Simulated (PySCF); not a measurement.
PySCF 2.14 output of an unrestricted r2SCAN calculation on a single atom or ion in def2-TZVPPD with the def2 core potential (28 electrons) (6s4p3d2f1g, 56 functions), with scalar relativity through the core potential:

```
SCF conv_tol = 1e-09
number electrons alpha = 10  beta = 8
    J. W. Furness, A. D. Kaplan, J. Ning, J. P. Perdew, and J. Sun.,  J. Phys. Chem. Lett. 11, 8208-8215 (2020)
    J. W. Furness, A. D. Kaplan, J. Ning, J. P. Perdew, and J. Sun.,  J. Phys. Chem. Lett. 11, 9248-9248 (2020)
    J. W. Furness, A. D. Kaplan, J. Ning, J. P. Perdew, and J. Sun.,  J. Phys. Chem. Lett. 11, 8208-8215 (2020)
    J. W. Furness, A. D. Kaplan, J. Ning, J. P. Perdew, and J. Sun.,  J. Phys. Chem. Lett. 11, 9248-9248 (2020)
cycle= 1 E= -166.514976933242  delta_E= -0.00847  |g|= 0.032  |ddm|= 0.328
cycle= 2 E= -166.515147290382  delta_E= -0.00017  |g|= 0.0183  |ddm|= 0.0598
cycle= 3 E= -166.515217888836  delta_E= -7.06e-05  |g|= 0.0043  |ddm|= 0.0155
cycle= 4 E= -166.515222468364  delta_E= -4.58e-06  |g|= 0.000382  |ddm|= 0.00575
cycle= 5 E= -166.515222605729  delta_E= -1.37e-07  |g|= 2.76e-05  |ddm|= 0.00266
cycle= 6 E= -166.515222606537  delta_E= -8.08e-10  |g|= 2.03e-06  |ddm|= 0.000222
converged SCF energy = -166.515222606537  <S^2> = 2.001172  2S+1 = 3.0007812
```

The run itself started from symmetry-adapted Hartree-Fock orbitals and held the occupation by maximum overlap, on a logarithmic radial grid, so the iterations belong to that start.

**Question.** Which element, charge and spin multiplicity is this?

**Answer.** Cd²⁺ (cadmium, charge +2), multiplicity 3; the state was [Kr] 4d9 5s1, high-spin 3D determinant (an excited configuration).

Energies and moments cover only the electrons outside the core potential.
